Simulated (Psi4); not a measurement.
C2H3O (SMILES C[C-]=O), charge -1, singlet, at a GFN2-xTB geometry (a gas-phase anion, which may not be bound at this level); MP2.5/def2-TZVP (Psi4).

Input for Psi4:
```
memory 2 GB

molecule mol {
-1 1
  O     1.202222    0.357989    0.020415
  C    -0.023925    0.670557   -0.012722
  C    -0.969557   -0.665232   -0.009621
  H    -0.422319   -1.620473    0.019993
  H    -1.637080   -0.621627    0.859365
  H    -1.597490   -0.653758   -0.908618
}

set basis def2-tzvp
set reference rhf

energy('mp2.5')
print_variables()
```

Q: Write the output that Psi4 gives for this input, abridged.

A: 
```
    Information: MP2.5 default algorithm changed to DF in August 2020. Use `set mp_type conv` for previous behavior.
    For method 'MP2.5', SCF Algorithm Type (re)set to DISK_DF.

   => Loading Basis Set <=

    Name: DEF2-TZVP
    Role: ORBITAL
    Keyword: BASIS

         ---------------------------------------------------------
                                   SCF
               by Justin Turney, Rob Parrish, Andy Simmonett
                          and Daniel G. A. Smith
                              RHF Reference
         ---------------------------------------------------------

  ==> Geometry <==

    Molecular point group: c1
    Full point group: C1

    Geometry (in Angstrom), charge = -1, multiplicity = 1:

       Center              X                  Y                   Z               Mass
    ------------   -----------------  -----------------  -----------------  -----------------
         O            1.118021963844     0.291241143409     0.019742468515    15.994914619570
         C           -0.108125036156     0.603809143409    -0.013394531485    12.000000000000
         C           -1.053757036156    -0.731979856591    -0.010293531485    12.000000000000
         H           -0.506519036156    -1.687220856591     0.019320468515     1.007825032230
         H           -1.721280036156    -0.688374856591     0.858692468515     1.007825032230
         H           -1.681690036156    -0.720505856591    -0.909290531485     1.007825032230

  Running in c1 symmetry.

  Rotational constants: A =      1.92973  B =      0.33708  C =      0.30323 [cm^-1]
  Rotational constants: A =  57851.81501  B =  10105.30667  C =   9090.50598 [MHz]
  Nuclear repulsion =   60.417336803097427

  Charge       = -1
  Multiplicity = 1
  Electrons    = 24
  Nalpha       = 12
  Nbeta        = 12

  ==> Algorithm <==

  SCF Algorithm Type is DISK_DF.
  DIIS enabled.
  MOM disabled.
  Fractional occupation disabled.
  Guess Type is SAD.
  Energy threshold   = 1.00e-08
  Density threshold  = 1.00e-08
  Integral threshold = 1.00e-12

  ==> Primary Basis <==

  Basis Set: DEF2-TZVP
    Blend: DEF2-TZVP
    Number of shells: 45
    Number of basis functions: 111
    Number of Cartesian functions: 126
    Spherical Harmonics?: true
    Max angular momentum: 3

   => Loading Basis Set <=

    Name: (DEF2-TZVP AUX)
    Role: JKFIT
    Keyword: DF_BASIS_SCF

  ==> Integral Setup <==

  ==> DiskDFJK: Density-Fitted J/K Matrices <==

    J tasked:                  Yes
[...]
  @DF-RHF Final Energy:  -152.31649923436953
    Total Energy =                       -152.3164992343695303
  DIE_IF_NOT_CONVERGED          => (empty)
[...]
  ZORA_PRUNING_SCHEME           => (empty)
  ZORA_RADIAL_POINTS            => (empty)
  ZORA_SPHERICAL_POINTS         => (empty)

	For this residual convergence, default PCG convergence is:     1.00e-07
	For this energy convergence, default residual convergence is:     3.16e-07

 ==============================================================================
 ==============================================================================
 ==============================================================================

                    DF-MP2.5
              Program Written by Ugur Bozkaya
              Latest Revision September 9, 2017

 ==============================================================================
 ==============================================================================
 ==============================================================================

	MO spaces...

	 FC   OCC   VIR   FV
	----------------------
	  0   12    99    0

	Number of basis functions in the DF-CC basis: 273

	Total memory requirement for DF+CC int:     66.26 MB

	Computing DF-MP2 energy ...
	=======================================================================
	Nuclear Repulsion Energy (a.u.)    :    60.41733680309743
	DF-HF Energy (a.u.)                :  -152.31649923436953
	REF Energy (a.u.)                  :  -152.31649923436953
	DF-MP2 Correlation Energy (a.u.)   :    -0.62017904829392
	DF-MP2 Total Energy (a.u.)         :  -152.93667828266345
	=======================================================================

	=======================================================================
	================ MP2.5 FINAL RESULTS ==================================
	=======================================================================
	Nuclear Repulsion Energy (a.u.)    :    60.41733680309743
	SCF Energy (a.u.)                  :  -152.31649923436953
	REF Energy (a.u.)                  :  -152.31649923436953
	DF-MP3 Correlation Energy (a.u.)   :    -0.63487611449850
	DF-MP3 Total Energy (a.u.)         :  -152.95137534886803
	DF-MP2.5 Correlation Energy (a.u.) :    -0.62752758139621
	DF-MP2.5 Total Energy (a.u.)       :  -152.94402681576574
	=======================================================================

  Variable Map:
  ----------------------------------------------------------------------------
[...]
  Array Variable Map:
  ----------------------------------------------------------------------------
[...]
[...]
```
